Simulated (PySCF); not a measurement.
**Radial density of Cl⁺ (chlorine, charge +1)**

UHF, [Ne] 3s2 3p4, high-spin 3P determinant. All numbers are calculated (PySCF 2.14, no relativity, point nucleus, in aug-cc-pV(D+d)Z).

```csv
r (bohr),4πr²ρ (e/bohr),4πr²(ρα − ρβ)
0.00127,0.06209,0.0000
0.00213,0.1711,0.0000
0.00358,0.4596,0.0000
0.00603,1.198,0.0001
0.0101,2.947,0.0003
0.0171,6.602,0.0009
0.0287,12.61,0.0029
0.0482,18.60,0.0117
0.0811,18.47,0.0485
0.136,13.48,0.1607
0.230,16.73,0.2941
0.386,17.89,0.1351
0.650,6.177,0.1050
1.09,3.992,1.1570
1.84,3.064,1.0539
3.09,0.4075,0.1425
5.20,0.004235,0.0011
8.74,2.587e-05,0.0000
```
